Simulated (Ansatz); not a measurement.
Molecule: SF$_{2}$, charge 1, multiplicity 2. 
Geometry from a B3LYP-D3(BJ)/def2-TZVP (Ansatz, a first-principles code) optimisation:
```xyz
3

F     -1.1805    -0.4466     0.0001
S      0.0011     0.5051    -0.0100
F      1.1786    -0.4513     0.0176
```
Charge +1, spin multiplicity 2.

Total electronic energies in hartree. Cores are frozen in the correlated levels unless marked. Open shells are spin-unrestricted. Spin-orbit coupling is left out. No relativistic terms. Basis-set limits of correlation are two-point, X^-3; Hartree-Fock from the larger set. [CCSD(T)-MP2]/basis is that difference in the basis named.

| level | program | energy (Eh) |
|---|---|---|
| HF/6-31G* | Ansatz | -595.97138 |
| HF/aug-cc-pV(Q+d)Z | Ansatz | -596.13589 |
| BLYP-D3(BJ)/def2-TZVPD | Ansatz + dftd3 | -597.57392 |
| revPBE/def2-TZVPD | Ansatz | -597.43978 |
| PBE0/STO-3G | Ansatz | -589.91529 |
| B2GP-PLYP/def2-TZVPD | Ansatz | -597.26239 |
| MP2/6-31G | Ansatz | -596.09980 |
| MP2/cc-pV(D+d)Z | Ansatz | -596.48821 |
| RI-MP2/CBS(cc-pV(T+d)Z,cc-pV(Q+d)Z) | Ansatz | -596.8823 |
| CCSD/6-31G | Ansatz | -596.10085 |
| CCSD/cc-pV(D+d)Z | Ansatz | -596.50251 |
| CCSD(T)/STO-3G | Ansatz | -589.00381 |
| CCSD(T)/6-31G* | Ansatz | -596.45312 |
| RI-MP2/CBS(cc-pV(T+d)Z,cc-pV(Q+d)Z)+[CCSD(T)-MP2]/cc-pV(D+d)Z | Ansatz | -596.9098 |
| CCSD(T)/CBS(cc-pV(T+d)Z,cc-pV(Q+d)Z) | Ansatz | -596.9168 |

Totals of different functionals don't rank their quality; only differences between species are comparable.
